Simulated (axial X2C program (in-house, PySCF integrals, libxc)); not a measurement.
TiS: properties at the nuclei

Calculated with an in-house all-electron X2C program for linear molecules (integrals from PySCF): two-component X2C with atomic mean-field Coulomb and Gaunt terms, Gaussian nuclei, basis Ti dyall-cv3z, S dyall-av3z with contracted cores.

R = 2.072 Å (near the PBE0 minimum at charge 0 of the determinant lowest at the starting distance; the state shown can have its own minimum elsewhere).

Input and command:
```json
{"zs": [22, 16], "q": 0, "bas": ["dyall-cv3z", "dyall-av3z"], "r0": 2.11, "levels": ["PBE0", "HF", "LDA", "PBE", "BP86"], "nst": 3}
```
```bash
python soeom.py task.json out
```

Keys: zs atomic numbers; q charge; bas basis sets; r0 starting distance in Å; levels methods; nst determinants followed.

Determinant lowest in the PBE0 search, Ω = 1 (⟨Sz⟩ = -1.00, ⟨Lz⟩ = 2.00 at PBE0), spin on the atoms Ti -1.15, S 0.15:

```json
{"level": "PBE0", "Eeff magnitude (GV/cm)": "0.256", "Ws magnitude Ti (kHz)": "0.102", "A∥/gI Ti (MHz)": "-229", "qzz Ti (a.u.)": "-0.30", "A∥/gI S (MHz)": "-13.4", "qzz S (a.u.)": "-0.34", "μ (D)": "-5.68"}
{"level": "HF", "Eeff magnitude (GV/cm)": "0.397", "Ws magnitude Ti (kHz)": "0.17", "A∥/gI Ti (MHz)": "-193", "qzz Ti (a.u.)": "-0.07", "A∥/gI S (MHz)": "76.4", "qzz S (a.u.)": "1.06", "μ (D)": "-6.33"}
{"level": "LDA", "Eeff magnitude (GV/cm)": "0.271", "Ws magnitude Ti (kHz)": "0.102", "A∥/gI Ti (MHz)": "-293", "qzz Ti (a.u.)": "-0.43", "A∥/gI S (MHz)": "-21.3", "qzz S (a.u.)": "-0.55", "μ (D)": "-4.57"}
{"level": "PBE", "Eeff magnitude (GV/cm)": "0.264", "Ws magnitude Ti (kHz)": "0.101", "A∥/gI Ti (MHz)": "-252", "qzz Ti (a.u.)": "-0.42", "A∥/gI S (MHz)": "-20.1", "qzz S (a.u.)": "-0.48", "μ (D)": "-4.74"}
{"level": "BP86", "Eeff magnitude (GV/cm)": "0.276", "Ws magnitude Ti (kHz)": "0.105", "A∥/gI Ti (MHz)": "-273", "qzz Ti (a.u.)": "-0.41", "A∥/gI S (MHz)": "-20.4", "qzz S (a.u.)": "-0.49", "μ (D)": "-4.68"}
```

Eeff is the effective electric field on the electron electric dipole moment in this Ω state and Ws the scalar–pseudoscalar constant of the nucleus named (defined with the proton number Z and per Ω); A∥ (defined per Ω) follows by multiplying with gI = μI/(I μN); qzz is the electric field gradient, eQq0 = 234.96 MHz × Q/barn × qzz; μ is positive if the S end (last atom) is positive. The operators were transformed with the bare-nucleus X2C matrices; with these basis sets, hyperfine constants and field gradients can be off by tens of per cent, and where levels differ in sign neither size nor sign is settled.

Problem. With gI(47Ti) = -0.3154 (g factors from the IAEA table of nuclear moments by Stone), turn the PBE0 values of the first state into constants in MHz.

Solution. A∥(47Ti) = -229 × -0.3154 = 72.2 MHz.

Each state is one determinant with collinear spin, which with several unpaired electrons need not be a pure state. Unrestricted Hartree–Fock can overshoot spin polarisation at the nuclei. With several open shells hyperfine constants can be off by a factor of several. Open-shell Ω = 0 determinants with evenly filled partner blocks cannot be reached by this program, so the Ω shown need not be the lowest component. States lie within half an eV, so the first need not be the ground state. Further determinants of the search, some of them spin-mixed, are not shown. Where a field gradient or hyperfine factor spreads by more than a factor of two over the levels, a constant derived from it is not to be relied on.
